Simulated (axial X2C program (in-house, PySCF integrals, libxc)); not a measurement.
SiBr⁺: from the spin-free to the two-component result

All values were computed with an axial X2C code built on PySCF integrals. Spin-free means the one-electron spin-free X2C Hamiltonian; two-component (2c) means X2C with spin–orbit coupling and atomic mean-field two-electron Coulomb and Gaunt terms, so the difference of the two also holds small scalar two-electron terms. Basis: Br dyall-cv3z [8s9p6d4f1g], Si dyall-v3z [8s7p2d1f] (cores contracted in-house); Gaussian nuclei, density fitting, unrestricted open shells. Masses: Br 78.918 u, Si 27.977 u.

Spin-free state: M_S = 0, Λ = 0 (closed shell); fragments Br + Si+.

| level | Re (Å) | ωe (cm⁻¹) | De (eV) | μ (D) |
| --- | --- | --- | --- | --- |
| PBE0 | 2.111 | 530.4 | 4.715 | 4.63 |
| HF | 2.103 | 547.3 | 3.141 | 5.09 |
| MP2 | 2.109 | 544.0 | 4.651 | n/a |
| CCSD | 2.110 | 540.7 | 4.343 | n/a |
| CCSD(T) | 2.117 | 531.3 | 4.534 | n/a |
| PBE50 | 2.094 | 551.0 | 4.521 | 4.70 |

Correlated methods: 10 electrons correlated (number of frozen shells: Br 3 s, 2 p, 1 d; Si 2 s, 1 p), 184 virtual spin orbitals or spinors in MP2, 90 natural virtuals in coupled cluster.

Dipoles are positive if Si is the positive end and refer to the centre of mass.

Two-component determinant lowest at the distance of the search:

Ω = 0 (closed shell); fragments Br + Si+.

| level | Re (Å) | ωe (cm⁻¹) | De (eV) | μ (D) |
| --- | --- | --- | --- | --- |
| PBE0 | 2.113 | 529.4 | 4.615 | 4.62 |
| HF | 2.104 | 546.4 | 2.984 | 5.08 |
| MP2 | 2.110 | 543.2 | 4.497 | n/a |
| CCSD | 2.111 | 539.8 | 4.182 | n/a |
| CCSD(T) | 2.118 | 530.4 | 4.376 | n/a |
| PBE50 | 2.095 | 550.1 | n/a | 4.70 |

Q: From the two tables, how do the constants change at the CCSD(T) level (2c against spin-free)?

A: At the CCSD(T) level Re rises by 0.001 Å and ωe falls by 0.9 cm⁻¹; De changes by -0.158 eV.

One determinant describes the state; a PBE0 search over occupations chose it and may have missed a lower one. Closed shells are restricted here (equal orbitals for both partners); the stretched side of such a curve lies too high. Dissociation energies refer to the lowest single-determinant-based atoms at the same level and basis. De is not given where an atomic determinant may have missed its ground term or J level, or where the truncated virtual space spoils (T). Coupled cluster ran in a truncated set of natural virtual spinors; the MP2 energy of the rest was added. (T) has no such correction and the atoms are truncated less, which lowers De at CCSD(T) by a hundredth of an eV or more. In 2c an atomic determinant is not the ground J level, so De misses part of the atomic spin–orbit lowering. This holds for PBE0. The functionals have no current-density term, which raises determinants with orbital currents, atoms included.
